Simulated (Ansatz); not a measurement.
Cost and result up the ladder for GeH2MeF (CH5FGe) (8 atoms). Charge 0, multiplicity 1. Geometry: r2SCAN-D4/def2-TZVP.

```xyz
8

Ge    0.373   -0.047   -0.814
H     0.535   -1.467   -1.376
H     1.649    0.787   -0.998
C    -0.328   -0.004    0.991
H     0.363   -0.492    1.681
H    -1.286   -0.524    1.026
H    -0.472    1.029    1.309
F    -0.834    0.719   -1.820
```

Ansatz on 4 threads of Arm Neoverse V1 on a shared host. Times are rough, and most runs start from the orbitals of an earlier one. PBE0-D4/def2-TZVP serves as the yardstick here, not as an exact answer. Differences are given only for rows in sets of like size (and for xTB, whose basis is part of the method), since another set adds its own error. Binding counts from free atoms at the same level (Ge triplet, H doublet, C triplet, F doublet; other spins of the atoms weren't run), without zero-point energy or a counterpoise term.

The 6-31G sets use Cartesian d functions. B3LYP takes the VWN-RPA correlation. Correlated methods freeze 11 core orbitals; core or outer-core shells of Ge are correlated, in sets that lack core-valence functions.

Correlated methods converge slowly with the basis.

```csv
level,functions,wall time,binding energy per atom (eV),difference from PBE0-D4/def2-TZVP (eV)
HF/STO-3G,33,0.15 s,3.33,–
HF/6-31G,57,0.3 s,2.44,–
PBE-D4/def2-SVP,85,0.66 s,3.48,–
B3LYP-D4/6-31G,57,0.7 s,3.37,–
PBE0-D4/def2-SVP,85,0.91 s,3.44,–
LDA (SPW92)/def2-TZVP,140,1 s,3.90,0.47
revPBE-D4/def2-TZVP,140,1.1 s,3.40,-0.04
PBE0-D4/def2-TZVP,140,2.1 s,3.43,0.00
BHLYP-D4/def2-TZVP,140,2.1 s,3.37,-0.06
HF/def2-TZVP,140,2.1 s,2.59,-0.84
MP2/def2-TZVP,140,2.1 s,3.38,-0.05
r2SCANh-D4/def2-TZVP,140,2.5 s,3.45,0.01
r2SCAN-D4/def2-TZVP (with forces),140,2.7 s,3.47,0.03
CCSD(T)/def2-TZVPP,180,43 s,3.42,-0.01
```
